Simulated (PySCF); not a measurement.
Species: C6H5FO2.
SMILES with atom numbers: `[CH3:1][c:2]1[cH:3][c:4]([F:5])[o:6][c:7](=[O:8])[cH:9]1` (hydrogens: H10, H11, H12 on C1; H13 on C3; H14 on C9)

Cartesian coordinates in Å at the GFN2-xTB level; atoms count from 1:
```xyz
14
C6H5FO2 angstrom
C      2.007   -0.190   -0.119
C      0.530   -0.014   -0.030
C     -0.301   -1.177   -0.074
C     -1.630   -0.984    0.008
F     -2.498   -1.994   -0.024
O     -2.232    0.179    0.127
C     -1.486    1.373    0.179
O     -2.097    2.398    0.288
C     -0.060    1.203    0.092
H      2.356   -0.819    0.698
H      2.518    0.767   -0.075
H      2.265   -0.689   -1.052
H      0.112   -2.165   -0.170
H      0.516    2.113    0.129
```

A PySCF run (density fitting, gas phase, GFN2-xTB geometry) gave HOMO -6.43 eV, LUMO -1.80 eV, dipole 4.75 D.

Question: Which of these levels was it?
A. PBE0/def2-SVPD
B. PBE0/pcSseg-1
C. HSE06/cc-pVDZ

Answer: C. It is HSE06/cc-pVDZ. All candidates on this geometry:

```json
{"level and settings": "HSE06/cc-pVDZ, start guess sap", "kind": "screened hybrid, exact exchange at short range", "basis functions": "151", "SCF cycles": "19", "E (Eh)": "-481.4810", "HOMO (eV)": "-6.43", "LUMO (eV)": "-1.80", "dipole (D)": "4.75"}
{"level and settings": "PBE0/def2-SVPD", "kind": "global hybrid", "basis functions": "229", "SCF cycles": "15", "E (Eh)": "-481.0809", "HOMO (eV)": "-7.13", "LUMO (eV)": "-1.76", "dipole (D)": "5.26"}
{"level and settings": "PBE0/pcSseg-1", "kind": "global hybrid", "basis functions": "178", "SCF cycles": "15", "E (Eh)": "-481.3583", "HOMO (eV)": "-7.09", "LUMO (eV)": "-1.70", "dipole (D)": "5.14"}
```

The nearest other candidate, by the summed differences of HOMO and LUMO, is PBE0/def2-SVPD: its HOMO differs by -0.70 eV and its LUMO by +0.04 eV. Cycle counts include a coarse-grid stage where the run had one.
